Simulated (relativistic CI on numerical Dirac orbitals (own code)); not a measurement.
# Zr XV: sensitivity of the levels to the model

Base calculation: Dirac-Coulomb-Breit CI, separate exchange-only KLI orbitals for each configuration, model QED, unscaled Slater integrals.

Configuration list (outside the closed core [Ne]): 3s2 3p6 3d8, 3s2 3p5 3d9, 3s2 3p4 3d10, 3s 3p6 3d9, 3s2 3p6 3d7 4s, 3p6 3d10, 3s2 3p6 3d7 4p, 3s 3p5 3d10, 3s2 3p6 3d7 4d, 3s2 3p6 3d6 4s2, 3s2 3p6 3d7 4f, 3s2 3p6 3d6 4s 4p, 3s2 3p5 3d8 4s, 3s2 3p6 3d7 5s, 3s2 3p6 3d6 4p2, 3s2 3p6 3d7 5p, 3s2 3p6 3d6 4s 4d, 3s2 3p4 3d9 4s, 3s2 3p5 3d8 4p, 3s2 3p6 3d7 5d, 3s2 3p6 3d6 4p 4d, 3s2 3p4 3d9 4p, 3s2 3p6 3d7 5f, 3s2 3p6 3d7 5g, 3s2 3p5 3d7 4s2, 3s2 3p6 3d7 6s, 3s2 3p6 3d7 6p, 3s2 3p6 3d6 4d2, 3s2 3p5 3d8 4d, 3s2 3p4 3d9 4d, 3s2 3p6 3d7 6d, 3s 3p5 3d9 4s, 3s 3p6 3d8 4s, 3s2 3p5 3d7 4s 4p, 3s 3p5 3d9 4p, 3s 3p6 3d8 4p. Levels of other configurations are missing.

The lowest level and the first level of each name with at least 55 % of one term (blank where a level has no safe partner in the second run):

```csv
Level,Base (cm⁻¹),Shift (cm⁻¹)
3s2 3p6 3d8 3F_4,0,0
3s2 3p6 3d8 3F_3,17882,+4
3s2 3p6 3d8 3F_2,22627,+463
3s2 3p6 3d8 3P_0,61168,+654
3s2 3p6 3d8 3P_1,61727,+595
3s2 3p6 3d8 1G_4,75521,-134
3s2 3p6 3d8 1S_0,155458,+1629
3s2 3p5 3d9 3F°_4,1165604,+1499
3s2 3p5 3d9 1D°_2,1185628,+4324
3s2 3p5 3d9 3F°_3,1208941,+2870
3s2 3p5 3d9 3P°_1,1253770,+8588
3s2 3p5 3d9 3P°_0,1256427,+8338
3s2 3p5 3d9 3D°_3,1271233,+8042
3s2 3p5 3d9 3D°_1,1292455,+12408
3s2 3p5 3d9 3F°_2,1311437,+4356
3s2 3p5 3d9 1P°_1,1429691,+19214
3s2 3p5 3d9 1F°_3,1430483,+9074
3s2 3p6 3d7 4s 5F_5,1603259,
3s2 3p6 3d7 4s 5F_4,1613154,
3s2 3p6 3d7 4s 5F_3,1623299,
3s2 3p6 3d7 4s 3F_4,1627536,
3s2 3p6 3d7 4s 5F_2,1628807,
```

At this charge energies of transitions that change n are usually good to better than 1 %, and those within a shell (Δn = 0) to a few per cent. Terms inside the open d or f shell come out 10 to 20 % too wide with unscaled integrals.

Question: One thing was changed in a second run, which moved the levels as shown. Which?
A. only the first 3 configurations
B. Breit term removed
C. P86 correlation estimate
D. QED terms removed

Answer: A. Only the first 3 configurations. With fewer configurations the levels that remain lose their mixing partners.

LS names give the leading component of a level, which can be under half, so a name can repeat, a term be missing and a line seem to break the LS rules.
